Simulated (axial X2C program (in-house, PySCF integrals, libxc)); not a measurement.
Density and ELF of BaB

Calculated with an in-house all-electron X2C program for linear molecules (integrals from PySCF). Two-component (2c) means X2C with spin–orbit coupling and atomic mean-field two-electron Coulomb and Gaunt terms. Basis: Ba dyall-cv3z [14s14p9d5f1g], B dyall-v3z [7s6p2d1f] (cores contracted in-house); Gaussian nuclei, density fitting, unrestricted open shells. Masses: Ba 137.905 u, B 11.009 u.

PBE0, 2c, state Ω = 3/2 (⟨Sz⟩ = 1.50, ⟨Lz⟩ = 0.00 at PBE0); Ba at z = 0, B at z = 2.505 Å.

The maps cover the half plane through the axis: z from -2.4 to 4.8 Å along the bond, ρ from 0.15 to 2.25 Å away from it (steps of 0.3 Å, the bottom row nearest the axis).

log10 of the density in e/bohr³:

digits 0 to 9 span -4.15 to 1.83 evenly
```
1111111111112222221111000
1111222222222222222211100
1222223333333333332221110
2222333444333333333322110
2223344555444444444332211
2233445565544444444433211
2233456676654445554443221
2334456898654455765443221
```

Electron localisation function (collinear form, no current term, damped to 0 at low density):

digits 0 to 9 span 0.00 to 1.00 evenly
```
1232100000013555433210000
4543100000013566655421000
6653111111013577776643100
7653234565322578888765310
7653457787632588888876420
7654577545753588888887631
8654673363363475017888741
8655662777253470972888752
```

Axial spin density in 10⁻³ e/bohr³:

digits 0 to 9 span -10.13 to 10.13 evenly, values beyond are clipped
```
5555555555555555555555555
5555555555555666555555555
5555555545566677666555555
5556665545677888887665555
5666777655689999999876555
5667777765699999999986555
6677765545589999999997655
6677744965469999999997655
```

One determinant describes the state; a PBE0 search over occupations chose it and may have missed a lower one. Density functionals use the spin component along the axis (collinear). PBE0 can misorder states that lie within some tenths of an eV, so this need not be the ground state of the molecule. The nearest other 2c determinant of the search, Ω = 1/2, lies 0.28 eV up at the distance of the search. The spin of this state cannot come from the lowest atoms; the curve heads to a higher limit, and no De is given. With several unpaired electrons one determinant need not be a pure state. This is the top spin component of a Σ state; components of lower Ω are not single determinants and can lie lower.
